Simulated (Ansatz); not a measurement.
Consider the formal exchange of groups at a C–F bond: `NBCF` + `[SiH3]Cl` → `NBC[SiH2]Cl` + H–F.

Gas-phase electronic energies from Ansatz, PBE0-D4/def2-TZVP geometries. CCSD(T)/CBS adds triple-zeta CCSD(T) − MP2 to the extrapolated MP2 energy (def2 sets, frozen cores). This one scheme is used for every species. Functionals use def2-TZVPP. Each species was taken in one conformer, which may not be the lowest.

```json
{"species": "`NBCF`", "ωB97M-V energy (Eh)": "-220.60745"}
{"species": "`[SiH3]Cl`", "ωB97M-V energy (Eh)": "-751.50251"}
{"species": "`NBC[SiH2]Cl`", "ωB97M-V energy (Eh)": "-871.68859"}
{"species": "H–F", "ωB97M-V energy (Eh)": "-100.46072"}
```

(1) Work out ΔE.

Largest T1 diagnostic among the species: 0.012.

Answers

(1) ΔE = (-871.68859) + (-100.46072) − (-220.60745) − (-751.50251) = -0.03935 Eh = -24.7 kcal/mol. CCSD(T)/CBS gives -27.3 kcal/mol.

From PBE to PBE0 (25 % exact exchange), in def2-TZVPP and without D4, ΔE moves by −1.3 kcal/mol. The D4 term adds −3.3 kcal/mol with B3LYP and −1.9 kcal/mol with PBE0; it sums over pairs of atoms, weighted by their polarisabilities, and B3LYP, whose exchange is more repulsive, gets the larger term. In def2-TZVPP, CCSD(T) changes the Hartree–Fock value by −7.7 kcal/mol (the triples alone add −0.9 kcal/mol) and MP2 by −11.1 kcal/mol.

B3LYP here is the variant with VWN-RPA as its local correlation; programs differ in this.
